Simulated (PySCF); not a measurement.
Estimate the missing entries of this data sheet.

Species: C5H3F3S2.
Geometry (GFN2-xTB, Å), atoms numbered from 1 in this order:
```
atom  x, y, z in Å
F1     3.5040   -0.4317    0.5077
C2     2.2660   -0.0848    0.1809
F3     1.9467    1.0037    0.8854
F4     2.2693    0.2799   -1.1048
S5     1.1073   -1.4647    0.4905
C6    -0.3586   -0.5861    0.0050
C7    -1.1553    0.1628    0.9055
C8    -2.2065    0.7408    0.2768
S9    -2.2418    0.3786   -1.4060
C10   -0.8237   -0.5671   -1.2747
H11   -0.9367    0.2570    1.9526
H12   -2.9713    1.3620    0.6973
H13   -0.4037   -1.0500   -2.1339
```

```csv
property,level,value
point group of the GFN2-xTB geometry,GFN2-xTB,C1
"rotational constants A, B, C of the GFN2-xTB geometry",GFN2-xTB,"2.268, 0.581, 0.571 GHz"
dipole moment,CAM-B3LYP/def2-SVPD,?
HOMO energy,CAM-B3LYP/def2-SVPD,-8.78 eV
LUMO energy,CAM-B3LYP/def2-SVPD,-0.09 eV
lowest singlet excitation,TDDFT CAM-B3LYP/def2-SVPD,"5.49 eV (226 nm, f = 0.000)"
strongest line among the 8 lowest singlet transitions,TDDFT CAM-B3LYP/def2-SVPD,?
lowest triplet excitation (Tamm–Dancoff),TDA CAM-B3LYP/def2-SVPD,3.82 eV
static isotropic polarisability,CAM-B3LYP/def2-SVPD,?
electronic spatial extent ⟨r²⟩ about the centre of nuclear charge,CAM-B3LYP/def2-SVPD,1932 bohr²
13C chemical shifts (computed TMS as zero) by class,GIAO PBE0/pcSseg-1,"144.8 (C10), 141.1 (C2), 139.6 (C7), 134.9 (C8), 128.3 (C6) ppm"
1H chemical shifts (computed TMS as zero) by class,GIAO PBE0/pcSseg-1,?
"isotropic shieldings of nuclei other than C and H, by class",GIAO PBE0/pcSseg-1,"229 (F1/F3/F4), 255 (S9), 388 (S5) ppm"
```

Gas-phase values; electronic properties from PySCF, density fitting. Geometry: GFN2-xTB, one conformer, isolated molecule. NMR classes are plain means over equivalent atoms (diastereotopic ones count apart unless rotation or inversion swaps them), as if these changed places fast; in this geometry the members of some classes differ.

(1) The static isotropic polarisability?

(2) The 1H chemical shifts (computed TMS as zero) by class?

(3) Give the strongest line among the 8 lowest singlet transitions.

(4) Give the dipole moment.

Answers

(1) 96.1 au.

(2) 7.77 (H13), 7.54 (H11), 7.32 (H12) ppm.

(3) S3 at 5.88 eV (211 nm, f = 0.126).

(4) 2.32 D.

The largest Löwdin shares of the HOMO are 0.28 on C8, 0.27 on C10, 0.16 on C6 and 0.14 on C7. The principal polarisabilities are 73.4, 90.2 and 124.8 au; their mean is the isotropic value. The polarisability is 14.25 Å³ as a volume (1 au = 0.148185 Å³), or 1.04 au for each of the 92 electrons. The rotational constants make it an asymmetric top with κ = (2B − A − C)/(A − C) = -0.99, nearer the prolate limit (−1). In wavenumbers S1 is 44300 cm⁻¹ (1 eV = 8065.54 cm⁻¹). The vertical singlet–triplet gap S1 − T1 is 1.67 eV (TDDFT singlet less Tamm–Dancoff triplet; S1: HOMO−2→LUMO, weight 0.61; T1: HOMO→LUMO, weight 0.88).
